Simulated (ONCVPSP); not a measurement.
## N (Z = 7): what ONCVPSP 4.0.1 does with a changed input

Command:

```bash
oncvpsp.x < N.dat > N.out
```

Input:

```
# ATOM AND REFERENCE CONFIGURATION
# atsym  z   nc   nv     iexc    psfile
  N 7.00    1    2        4      upf
#
#   n    l    f
    1    0    2.00
    2    0    2.00
    2    1    1.00
#
# PSEUDOPOTENTIAL AND OPTIMIZATION
# lmax
    0
#
#   l,   rc,      ep,       ncon, nbas, qcut
    0    0.75    0.00    4    8    8.80
    1    1.55    0.00    4    9   10.20
#
# LOCAL POTENTIAL
# lloc, lpopt,  rc(5),   dvloc0
    4    5    0.65    0.00
#
# VANDERBILT-KLEINMAN-BYLANDER PROJECTORs
# l, nproj, debl
    0    3    3.50
    1    2    1.30
#
# MODEL CORE CHARGE
# icmod, fcfact, rcfact
    3    4.75    1.20
#
# LOG DERIVATIVE ANALYSIS
# epsh1, epsh2, depsh
   -3.00    5.00    0.02
#
# OUTPUT GRID
# rlmax, drl
    6.00    0.01
#
# TEST CONFIGURATIONS
# ncnf
    4
# nvcnf
#   n    l    f
    2
    2    0    2.00
    2    1    3.00
#
    2
    2    0    2.00
    2    1    2.00
#
    2
    2    0    2.00
    2    1    0.00
#
    2
    2    0    2.00
    2    1    2.50
#
```

This is an input that runs to its end, with one change: lmax lowered by one with the lists unchanged. The unchanged file is no sound one. Note: ghosts flagged at negative energy: s at -381.6 eV; GHOST(+) flags only above 600 eV. A true bound ghost makes a file unfit for plane-wave use.

How does the run end?

The program refuses the input: "Read ERROR, input data file line 16".

```
ONCVPSP  (Optimized Norm-Conservinng Vanderbilt PSeudopotential)
scalar-relativistic version 4.0.1

Read ERROR, input data file line  16
Program will stop
```
